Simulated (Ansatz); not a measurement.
`C[O][SnH2][SeH]` + `C1C[SiH2]1` → `[SeH]C1C[SiH2]1` + `C[O][SnH3]`  (formal exchange of groups at the Se–Sn bond)

Computed with Ansatz on PBE0-D4/def2-TZVP structures; ΔE is electronic, products minus reactants. CCSD(T)/CBS adds triple-zeta CCSD(T) − MP2 to the extrapolated MP2 energy (def2 sets, frozen cores). def2 core potentials past Kr. For Se, Sn outer-core shells are correlated without core-valence functions, which leaves a few kJ/mol of doubt a bond. Scalar relativity is left out up to krypton. Each species was taken in one conformer, which may not be the lowest.

```json
{"level": "MP2/def2-TZVPP", "ΔE (kJ/mol)": "123.7"}
{"level": "MP2/CBS(def2)", "ΔE (kJ/mol)": "134.4"}
```

Question: What does CCSD(T)/CBS give? (An estimate is asked.)

Answer: Computed: +132.5 kJ/mol. The listed levels differ from it by -8.8, 1.9 kJ/mol.

Largest T1 diagnostic among the species: 0.013.

In def2-TZVPP, CCSD(T) changes the Hartree–Fock value by −12.9 kJ/mol (the triples alone add −1.2 kJ/mol) and MP2 by −11.1 kJ/mol.
